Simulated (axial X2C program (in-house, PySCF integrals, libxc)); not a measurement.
## Ω levels of OPmO from open-shell CI on f(δφ)3 f(π)0

Calculated with an in-house all-electron X2C program for linear molecules (integrals from PySCF): two-component X2C with atomic mean-field Coulomb and Gaunt terms, basis O dyall-v3z, Pm dyall-v3z (cores contracted in-house). Orbitals come from Hartree–Fock averaged over the configuration Pm f(δφ)3 f(π)0; CI then distributes these electrons over the f(δφ), f(π) shells of Pm.

O–Pm–O held linear, both bonds 1.877 Å (near the minimum of the configuration average).

Active spinors (ω > 0):

```json
{"shell": "f(δφ)", "ω": "5/2", "ε (eV)": "6.97", "character": "100% Pm f"}
{"shell": "f(δφ)", "ω": "7/2", "ε (eV)": "7.29", "character": "100% Pm f"}
{"shell": "f(δφ)", "ω": "5/2", "ε (eV)": "7.56", "character": "100% Pm f"}
{"shell": "f(δφ)", "ω": "3/2", "ε (eV)": "7.68", "character": "100% Pm f"}
{"shell": "f(π)", "ω": "1/2", "ε (eV)": "6.42", "character": "92% Pm f, 5% Pm p"}
{"shell": "f(π)", "ω": "3/2", "ε (eV)": "6.43", "character": "92% Pm f, 5% Pm p"}
```

Lowest levels of this model:

```tsv
Ω	energy (cm⁻¹)	g∥	configuration
7/2	0	9.67	100% f(δφ)3
5/2	2125	5.73	100% f(δφ)3
5/2	4212	4.46	100% f(δφ)3
7/2	4285	8.17	100% f(δφ)3
3/2	4371	2.02	100% f(δφ)3
9/2	4976	11.78	100% f(δφ)3
3/2	5120	0.42	100% f(δφ)3
1/2	6632	1.82	100% f(δφ)3
17/2	9397	18.00	100% f(δφ)3
15/2	11727	15.58	100% f(δφ)3
5/2	12996	5.63	100% f(δφ)3
13/2	14303	12.17	100% f(δφ)3
15/2	14842	14.77	100% f(δφ)3
7/2	16016	7.56	100% f(δφ)3
5/2	16480	4.23	100% f(δφ)3
3/2	17440	2.08	100% f(δφ)3
3/2	17956	2.38	100% f(δφ)3
7/2	19347	7.09	100% f(δφ)3
7/2	19656	7.42	100% f(δφ)3
5/2	20212	5.68	100% f(δφ)3
5/2	22768	4.55	100% f(δφ)3
1/2	23225	0.16	100% f(δφ)3
3/2	23315	3.80	100% f(δφ)3
9/2	23471	9.88	100% f(δφ)3
```

g∥ is the magnitude of 2⟨Lz + ge Sz⟩ for the +Ω component.

From Ω and g∥ of the lowest level, whose 2⟨Lz + ge Sz⟩ is positive, find ⟨Sz⟩ and ⟨Lz⟩ (ge = 2.0023).

Ω = ⟨Lz⟩ + ⟨Sz⟩ = 7/2 and ⟨Lz⟩ + ge⟨Sz⟩ = 4.835, so ⟨Sz⟩ = 1.33 and ⟨Lz⟩ = 2.17.

Occupations of the active spinors in the lowest level by ω, shell by shell in order of energy: -7/2: 0.00; -5/2: 0.72 0.27; -3/2: 0.01 0.00; -1/2: 0.00; 1/2: 0.00; 3/2: 0.01 0.00; 5/2: 0.74 0.26; 7/2: 1.00. The leading determinant has weight 0.55 among 16.

This point took 4.3 s on 1 thread of Arm Neoverse V1, on a shared host.

Dynamic correlation is missing, so gaps between terms are too wide and other configurations may lie lower; the lowest level listed is that of this model, not necessarily the ground state. At most 6 roots were kept for each Ω > 0 (twice that for Ω = 0) within 3.5 eV of the lowest, so higher up levels can be missing between those listed; levels with Ω > 0 are doubly degenerate and listed once, Ω = 0 levels singly. States that fill the shells left empty in the average are placed too high. The molecule was held linear; bending was not examined.
